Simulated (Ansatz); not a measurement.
Ansatz (an electronic-structure program) input (B3LYP-D3(BJ)/def2-TZVP):

Ansatz 0.2 input:
```yaml
crystal:
  periodic: [false, false, false]
  atoms:
    - {symbol: C, position_ang: [-2.26527395, 0.09155387, 0.14621150]}
    - {symbol: C, position_ang: [-1.20012732, -0.44631619, -0.82098213]}
    - {symbol: C, position_ang: [-0.05768726, 0.48772330, -1.00898531]}
    - {symbol: C, position_ang: [1.34094812, 0.10670598, -0.70215563]}
    - {symbol: C, position_ang: [1.66492936, -0.12390581, 0.76584856]}
    - {symbol: O, position_ang: [0.88322831, -0.05755510, 1.67563148]}
    - {symbol: H, position_ang: [-1.83314336, 0.25154399, 1.13346028]}
    - {symbol: H, position_ang: [-3.09704851, -0.61007991, 0.23658830]}
    - {symbol: H, position_ang: [-2.66589555, 1.04312807, -0.20983385]}
    - {symbol: H, position_ang: [-0.83480515, -1.41115927, -0.45897218]}
    - {symbol: H, position_ang: [-1.68068302, -0.64524406, -1.78994711]}
    - {symbol: H, position_ang: [-0.26979298, 1.51383168, -1.28387099]}
    - {symbol: H, position_ang: [1.62629174, -0.83637248, -1.19824822]}
    - {symbol: H, position_ang: [2.06284369, 0.84632450, -1.06662084]}
    - {symbol: H, position_ang: [2.72967315, -0.38609880, 0.95277063]}
basis:
  gaussian:
    orbitals: def2-TZVP
hamiltonian:
  xc: b3lyp
  dispersion: d3bj
magnetization: {spin_polarized: true, initial_magnetization: 1}
phonons: {temperatures: {t_min: 298.15, t_max: 298.15, t_step: 100}}
```

Output:

```
Functional definition: B3LYP
integrals: 0.17 GiB planned
1447 factors; their error is unknown
0.33 GiB of the device are held for the grids
1.31 GiB of device memory are held for the factors and their scratch space
mean field: 1.59 GiB planned
mean field evaluation 1: about -7366.5724 eV, gradient 5.5e1 eV
mean field evaluation 2: about -7351.8498 eV, gradient 7.9e1 eV
mean field evaluation 4: about -7380.0121 eV, gradient 6.8e0 eV
mean field evaluation 8: about -7380.1850 eV, gradient 1.3e-1 eV
mean field evaluation 16: about -7380.1559 eV, gradient 1.4e-3 eV
mean field -7380.15586336 eV, -271.2157255291 hartree, gradient 3.3e-5 eV, S^2 0.754239; 0 other end points of the search recorded, 0 dependent functions left out
the calculation of the forces begins
reference -7380.15617179 eV, -271.2157368638 hartree; 24, 23 occupied and 216, 217 virtual orbitals, 1447 factors
these checks for a lower state are left out or cut short: stability, starts, cluster_reference, orbital_swaps, neighbouring_geometries, increment
integrals: 0.17 GiB planned
1447 factors; their error is unknown
0.33 GiB of the device are held for the grids
1.31 GiB of device memory are held for the factors and their scratch space
mean field: 1.59 GiB planned
mean field -7380.15564202 eV, -271.2157173952 hartree, gradient 2.6e-6 eV, S^2 0.754237; 0 other end points of the search recorded, 0 dependent functions left out
the calculation of the forces begins
reference -7380.15595050 eV, -271.2157287317 hartree; 24, 23 occupied and 216, 217 virtual orbitals, 1447 factors
these checks for a lower state are left out or cut short: stability, starts, cluster_reference, orbital_swaps, neighbouring_geometries, increment
integrals: 0.17 GiB planned
1447 factors; their error is unknown
0.33 GiB of the device are held for the grids
1.31 GiB of device memory are held for the factors and their scratch space
mean field: 1.59 GiB planned
mean field evaluation 32: about -7380.1551 eV, gradient 4.6e-1 eV
mean field -7380.15577589 eV, -271.2157223146 hartree, gradient 2.6e-6 eV, S^2 0.754240; 0 other end points of the search recorded, 0 dependent functions left out
the calculation of the forces begins
reference -7380.15608428 eV, -271.2157336477 hartree; 24, 23 occupied and 216, 217 virtual orbitals, 1447 factors
these checks for a lower state are left out or cut short: stability, starts, cluster_reference, orbital_swaps, neighbouring_geometries, increment
integrals: 0.17 GiB planned
1447 factors; their error is unknown
0.33 GiB of the device are held for the grids
1.31 GiB of device memory are held for the factors and their scratch space
mean field: 1.59 GiB planned
mean field -7380.15569544 eV, -271.2157193584 hartree, gradient 2.6e-6 eV, S^2 0.754239; 0 other end points of the search recorded, 0 dependent functions left out
the calculation of the forces begins
reference -7380.15600385 eV, -271.2157306921 hartree; 24, 23 occupied and 216, 217 virtual orbitals, 1447 factors
these checks for a lower state are left out or cut short: stability, starts, cluster_reference, orbital_swaps, neighbouring_geometries, increment
integrals: 0.17 GiB planned
1447 factors; their error is unknown
0.33 GiB of the device are held for the grids
1.31 GiB of device memory are held for the factors and their scratch space
mean field: 1.59 GiB planned
mean field -7380.15569835 eV, -271.2157194650 hartree, gradient 2.5e-6 eV, S^2 0.754238; 0 other end points of the search recorded, 0 dependent functions left out
[...]
mean field -7380.15578836 eV, -271.2157227730 hartree, gradient 2.6e-6 eV, S^2 0.754238; 0 other end points of the search recorded, 0 dependent functions left out
the calculation of the forces begins
reference -7380.15609675 eV, -271.2157341062 hartree; 24, 23 occupied and 216, 217 virtual orbitals, 1447 factors
these checks for a lower state are left out or cut short: stability, starts, cluster_reference, orbital_swaps, neighbouring_geometries, increment
integrals: 0.17 GiB planned
1447 factors; their error is unknown
0.33 GiB of the device are held for the grids
1.31 GiB of device memory are held for the factors and their scratch space
mean field: 1.59 GiB planned
mean field -7380.15582167 eV, -271.2157239971 hartree, gradient 2.7e-6 eV, S^2 0.754239; 0 other end points of the search recorded, 0 dependent functions left out
the calculation of the forces begins
reference -7380.15613015 eV, -271.2157353336 hartree; 24, 23 occupied and 216, 217 virtual orbitals, 1447 factors
these checks for a lower state are left out or cut short: stability, starts, cluster_reference, orbital_swaps, neighbouring_geometries, increment
integrals: 0.17 GiB planned
1447 factors; their error is unknown
0.33 GiB of the device are held for the grids
1.31 GiB of device memory are held for the factors and their scratch space
mean field: 1.59 GiB planned
mean field -7380.15579798 eV, -271.2157231263 hartree, gradient 2.4e-6 eV, S^2 0.754238; 0 other end points of the search recorded, 0 dependent functions left out
the calculation of the forces begins
reference -7380.15610636 eV, -271.2157344594 hartree; 24, 23 occupied and 216, 217 virtual orbitals, 1447 factors
these checks for a lower state are left out or cut short: stability, starts, cluster_reference, orbital_swaps, neighbouring_geometries, increment
integrals: 0.17 GiB planned
1447 factors; their error is unknown
0.33 GiB of the device are held for the grids
1.31 GiB of device memory are held for the factors and their scratch space
mean field: 1.59 GiB planned
mean field -7380.15582592 eV, -271.2157241532 hartree, gradient 2.5e-6 eV, S^2 0.754239; 0 other end points of the search recorded, 0 dependent functions left out
the calculation of the forces begins
reference -7380.15613434 eV, -271.2157354874 hartree; 24, 23 occupied and 216, 217 virtual orbitals, 1447 factors
these checks for a lower state are left out or cut short: stability, starts, cluster_reference, orbital_swaps, neighbouring_geometries, increment
integrals: 0.17 GiB planned
1447 factors; their error is unknown
0.33 GiB of the device are held for the grids
1.31 GiB of device memory are held for the factors and their scratch space
mean field: 1.59 GiB planned
mean field evaluation 608: about -7380.1559 eV, gradient 6.4e-3 eV
mean field -7380.15585286 eV, -271.2157251434 hartree, gradient 2.6e-6 eV, S^2 0.754238; 0 other end points of the search recorded, 0 dependent functions left out
the calculation of the forces begins
reference -7380.15616132 eV, -271.2157364788 hartree; 24, 23 occupied and 216, 217 virtual orbitals, 1447 factors
these checks for a lower state are left out or cut short: stability, starts, cluster_reference, orbital_swaps, neighbouring_geometries, increment
integrals: 0.17 GiB planned
1447 factors; their error is unknown
0.33 GiB of the device are held for the grids
1.31 GiB of device memory are held for the factors and their scratch space
mean field: 1.59 GiB planned
mean field -7380.15580242 eV, -271.2157232898 hartree, gradient 3.4e-6 eV, S^2 0.754239; 0 other end points of the search recorded, 0 dependent functions left out
the calculation of the forces begins
reference -7380.15611085 eV, -271.2157346244 hartree; 24, 23 occupied and 216, 217 virtual orbitals, 1447 factors
these checks for a lower state are left out or cut short: stability, starts, cluster_reference, orbital_swaps, neighbouring_geometries, increment
integrals: 0.17 GiB planned
1447 factors; their error is unknown
0.33 GiB of the device are held for the grids
1.31 GiB of device memory are held for the factors and their scratch space
mean field: 1.59 GiB planned
mean field -7380.15576138 eV, -271.2157217815 hartree, gradient 2.6e-6 eV, S^2 0.754238; 0 other end points of the search recorded, 0 dependent functions left out
the calculation of the forces begins
reference -7380.15606982 eV, -271.2157331164 hartree; 24, 23 occupied and 216, 217 virtual orbitals, 1447 factors
these checks for a lower state are left out or cut short: stability, starts, cluster_reference, orbital_swaps, neighbouring_geometries, increment
integrals: 0.17 GiB planned
1447 factors; their error is unknown
0.33 GiB of the device are held for the grids
1.31 GiB of device memory are held for the factors and their scratch space
mean field: 1.59 GiB planned
mean field -7380.15584666 eV, -271.2157249156 hartree, gradient 2.7e-6 eV, S^2 0.754238; 0 other end points of the search recorded, 0 dependent functions left out
the calculation of the forces begins
reference -7380.15615510 eV, -271.2157362504 hartree; 24, 23 occupied and 216, 217 virtual orbitals, 1447 factors
these checks for a lower state are left out or cut short: stability, starts, cluster_reference, orbital_swaps, neighbouring_geometries, increment
integrals: 0.17 GiB planned
1447 factors; their error is unknown
0.33 GiB of the device are held for the grids
1.31 GiB of device memory are held for the factors and their scratch space
mean field: 1.59 GiB planned
mean field -7380.15585777 eV, -271.2157253236 hartree, gradient 3.4e-6 eV, S^2 0.754239; 0 other end points of the search recorded, 0 dependent functions left out
the calculation of the forces begins
reference -7380.15616620 eV, -271.2157366583 hartree; 24, 23 occupied and 216, 217 virtual orbitals, 1447 factors
these checks for a lower state are left out or cut short: stability, starts, cluster_reference, orbital_swaps, neighbouring_geometries, increment
integrals: 0.17 GiB planned
1447 factors; their error is unknown
0.33 GiB of the device are held for the grids
1.31 GiB of device memory are held for the factors and their scratch space
mean field: 1.59 GiB planned
mean field evaluation 640: about -7380.1827 eV, gradient 5.0e-4 eV
mean field -7380.15585650 eV, -271.2157252771 hartree, gradient 3.4e-6 eV, S^2 0.754238; 0 other end points of the search recorded, 0 dependent functions left out
the calculation of the forces begins
reference -7380.15616493 eV, -271.2157366116 hartree; 24, 23 occupied and 216, 217 virtual orbitals, 1447 factors
these checks for a lower state are left out or cut short: stability, starts, cluster_reference, orbital_swaps, neighbouring_geometries, increment
integrals: 0.17 GiB planned
1447 factors; their error is unknown
0.33 GiB of the device are held for the grids
1.31 GiB of device memory are held for the factors and their scratch space
mean field: 1.59 GiB planned
mean field -7380.15582563 eV, -271.2157241428 hartree, gradient 2.7e-6 eV, S^2 0.754239; 0 other end points of the search recorded, 0 dependent functions left out
the calculation of the forces begins
reference -7380.15613408 eV, -271.2157354778 hartree; 24, 23 occupied and 216, 217 virtual orbitals, 1447 factors
Total energy: -7380.67457233 eV, -271.2347877323 hartree
Atom 0 at    -2.265274     0.091554     0.146211 Å, force     0.000231    -0.000421    -0.000347 eV/Å
Atom 1 at    -1.200127    -0.446316    -0.820982 Å, force    -0.000103     0.000407    -0.000063 eV/Å
Atom 2 at    -0.057687     0.487723    -1.008985 Å, force    -0.000325    -0.000369    -0.000598 eV/Å
Atom 3 at     1.340948     0.106706    -0.702156 Å, force    -0.000824    -0.000805    -0.000393 eV/Å
Atom 4 at     1.664929    -0.123906     0.765849 Å, force     0.000506     0.000205     0.000318 eV/Å
Atom 5 at     0.883228    -0.057555     1.675631 Å, force    -0.000455     0.000528     0.000262 eV/Å
Atom 6 at    -1.833143     0.251544     1.133460 Å, force     0.000330     0.000264     0.000374 eV/Å
Atom 7 at    -3.097049    -0.610080     0.236588 Å, force    -0.000051    -0.000108    -0.000051 eV/Å
Atom 8 at    -2.665896     1.043128    -0.209834 Å, force    -0.000085     0.000155    -0.000054 eV/Å
Atom 9 at    -0.834805    -1.411159    -0.458972 Å, force     0.000154     0.000053     0.000147 eV/Å
Atom 10 at    -1.680683    -0.645244    -1.789947 Å, force     0.000053    -0.000126    -0.000046 eV/Å
Atom 11 at    -0.269793     1.513832    -1.283871 Å, force     0.000137     0.000124     0.000450 eV/Å
Atom 12 at     1.626292    -0.836372    -1.198248 Å, force     0.000278     0.000190    -0.000054 eV/Å
Atom 13 at     2.062844     0.846325    -1.066621 Å, force     0.000089     0.000376     0.000473 eV/Å
Atom 14 at     2.729673    -0.386099     0.952771 Å, force     0.000067    -0.000472    -0.000419 eV/Å
Dipole moment:     0.244644    -0.028136    -0.435923 e Å
Vibrations: 47.81 70.27 139.63 212.16 236.61 307.77 373.15 480.27 676.02 729.18 787.49 837.04 893.07 998.85 1012.06 1054.19 1123.23 1170.81 1238.27 1277.68 1308.71 1326.08 1395.33 1408.25 1420.47 1445.31 1478.53 1495.29 1509.11 1804.95 2854.83 2943.42 2957.92 3031.61 3032.93 3045.11 3089.51 3117.17 3168.53 cm⁻¹, zero-point energy 3.440474 eV
```

It need not be the lowest isomer of its formula.
